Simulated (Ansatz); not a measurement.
The first iterations of a band of BF2H2N + H2S (9 atoms, charge 0, multiplicity 1).

Method: Ansatz 0.2.0, RKS PBE/def2-SVP.

```json
{
  "movable images": "4",
  "climbing image": "no",
  "spring": "5.0 eV/Å²",
  "optimiser": "quadratic models (default)",
  "start path": "through a guess of the saddle point",
  "force threshold": "0.05 eV/Å",
  "iteration limit": "60",
  "end points": "relaxed"
}
```

Image 0:

```xyz
9
Properties=species:S:1:pos:R:3
B 0.069 -0.304 0.281
N 0.091 -0.374 1.689
H -0.758 -0.475 2.243
H 0.959 -0.457 2.216
F 1.202 -0.282 -0.429
F -1.096 -0.257 -0.382
S -0.578 3.198 0.894
H -1.607 2.596 0.234
H -0.281 2.029 1.534
```

Image 5:

```xyz
9
Properties=species:S:1:pos:R:3
B -0.073 0.584 0.187
N 0.080 0.160 1.821
H -0.822 0.272 2.305
H 0.400 -0.817 1.929
F 1.202 0.389 -0.301
F -1.020 -0.302 -0.285
S -0.594 2.430 0.172
H -1.930 2.170 0.177
H 0.758 0.788 2.277
```

| iteration | highest image above the first end (eV) | largest band force component (eV/Å) |
| --- | --- | --- |
| 1 | 3.319 | 17.980 |
| 2 | 1.884 | 4.576 |
| 3 | 1.016 | 3.299 |
| 4 | 0.879 | 1.227 |
| 5 | 0.766 | 1.079 |

Problem. Does the band converge within its limit, and where does its top end?

Solution. It converged. It ended after 16 iterations with the highest image 0.625 eV above the first end. No image climbed, so the highest image needn't sit at the top of the path. The orbitals stay closed-shell, which can raise the energy where a bond breaks towards radicals; this wasn't checked here.

The run took 99 s on 2 threads of Arm Neoverse V1, with other jobs on the host, peak memory 0.13 GiB.
